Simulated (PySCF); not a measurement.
## Cobalt: a sound run and one with changed settings

Sound run: Co²⁺ [Ar] 3d7, Co³⁺ [Ar] 3d6. Calculation: PySCF 2.14, in cc-pVTZ-DK (7s6p4d2f1g, 68 functions); scalar relativity by spin-free X2C-1e. In the sound run the correlated levels freeze [Ar]. The sound run starts from symmetry-adapted Hartree-Fock orbitals and uses a fine grid where one is needed.

Changed run: initial guess sap, at most 50 SCF cycles.

| species | method | sound run (hartree) | changed run (hartree) | converged |
| --- | --- | --- | --- | --- |
| Co²⁺ | UHF | -1391.05544 | -1391.05544 | yes |
| Co²⁺ | MN15 | -1393.14286 | -1393.14832 | no |
| Co²⁺ | M06-2X | -1392.33399 | -1392.33399 | yes |
| Co²⁺ | MP2 | -1391.23974 | -1391.23974 | yes |
| Co³⁺ | UHF | -1389.90890 | -1389.90890 | yes |
| Co³⁺ | MN15 | -1391.91572 | -1391.91572 | yes |
| Co³⁺ | M06-2X | -1391.11057 | -1391.11057 | yes |
| Co³⁺ | MP2 | -1390.02605 | -1390.02605 | yes |

Ionisation energy of Co²⁺:

```
 method  sound run (eV)  changed run (eV)
    UHF          31.199            31.199
 M06-2X          33.291            33.291
    MP2          33.026            33.026
SCS-MP2          33.123            33.123
```

A plain start with occupations fixed only by D2h representation lets s and d (or p and f) orbitals of one representation trade places, so the SCF can reach the same state, another state or none.

For comparison, NIST gives 33.5 ± 0.06 eV between the lowest levels.
